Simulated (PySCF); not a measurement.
CH₇ClN₂Si. Atoms are numbered in the order given.

```xyz
12

N     -2.2283    -1.2344     0.7420
C     -1.5226    -0.3379    -0.1839
Si     0.2223     0.0970     0.3833
N      1.1105    -1.3740     0.5586
Cl     1.0606     1.4443    -1.0022
H     -2.3911    -0.7643     1.6334
H     -1.6379    -2.0388     0.9594
H     -2.1128     0.5820    -0.3332
H     -1.4704    -0.8061    -1.1842
H      0.2455     0.7621     1.7123
H      1.9482    -1.3823     1.1341
H      1.2368    -1.9766    -0.2511
```
Charge 0, spin multiplicity 1.

Geometry: B3LYP-D3(BJ)/def2-SVP. The structure was generated by enumeration; whether it is a known compound was not checked. One conformer was computed; it need not be the lowest.

The numbers are results of B3LYP-D3(BJ)/def2-SVP in PySCF, not measurements.

Frequencies are harmonic and unscaled.

Computed vibrational spectrum:
| mode | ν (cm⁻¹) | IR (km/mol) | Raman (Å⁴/amu) | depolarisation | moving atoms (share of kinetic energy) |
|---|---|---|---|---|---|
| 1 | 94 | 1.0 | 0.1 | 0.74 | H 34 %, N 33 %, C 17 %, Si 9 % |
| 2 | 124 | 5.4 | 1.5 | 0.69 | N 37 %, Cl 22 %, Si 20 %, H 14 % |
| 3 | 196 | 2.1 | 0.8 | 0.75 | H 52 %, N 24 %, Si 10 %, C 9 % |
| 4 | 229 | 13.0 | 2.8 | 0.74 | H 38 %, N 33 %, Si 14 %, Cl 11 % |
| 5 | 264 | 38.7 | 3.5 | 0.60 | H 59 %, N 18 %, Cl 12 % |
| 6 | 305 | 21.6 | 3.1 | 0.45 | H 68 %, N 11 %, Si 8 % |
| 7 | 344 | 15.1 | 5.8 | 0.24 | H 54 %, N 18 %, Cl 14 % |
| 8 | 476 | 74.5 | 4.1 | 0.13 | H 59 %, N 25 %, Cl 10 % |
| 9 | 533 | 201.3 | 3.4 | 0.24 | Si 45 %, Cl 24 %, H 21 % |
| 10 | 639 | 21.5 | 2.5 | 0.71 | H 86 %, C 11 % |
| 11 | 689 | 50.8 | 11.3 | 0.16 | C 45 %, H 23 %, Si 23 %, N 8 % |
| 12 | 801 | 17.3 | 4.9 | 0.75 | H 68 %, N 13 %, C 13 % |
| 13 | 831 | 132.3 | 8.5 | 0.58 | H 86 %, Si 8 % |
| 14 | 871 | 86.8 | 3.8 | 0.34 | N 36 %, H 30 %, Si 30 % |
| 15 | 886 | 220.9 | 0.7 | 0.59 | H 68 %, N 26 % |
| 16 | 926 | 123.5 | 4.4 | 0.55 | H 71 %, Si 16 %, N 11 % |
| 17 | 1073 | 12.5 | 2.0 | 0.56 | H 60 %, C 22 %, N 17 % |
| 18 | 1089 | 8.2 | 1.9 | 0.75 | H 60 %, C 24 %, N 16 % |
| 19 | 1268 | 1.4 | 3.0 | 0.24 | H 74 %, C 24 % |
| 20 | 1363 | 0.6 | 6.7 | 0.75 | H 82 %, N 10 %, C 8 % |
| 21 | 1426 | 4.8 | 12.9 | 0.75 | H 93 % |
| 22 | 1549 | 44.2 | 7.9 | 0.70 | H 90 %, N 10 % |
| 23 | 1641 | 18.1 | 7.0 | 0.65 | H 92 % |
| 24 | 2244 | 121.2 | 121.7 | 0.19 | H 97 % |
| 25 | 3021 | 17.2 | 115.7 | 0.13 | H 94 % |
| 26 | 3080 | 9.9 | 86.5 | 0.64 | H 91 %, C 9 % |
| 27 | 3483 | 0.6 | 91.0 | 0.08 | H 96 % |
| 28 | 3554 | 27.0 | 124.8 | 0.12 | H 96 % |
| 29 | 3558 | 2.4 | 48.5 | 0.75 | H 92 %, N 8 % |
| 30 | 3643 | 29.0 | 79.8 | 0.72 | H 91 %, N 9 % |
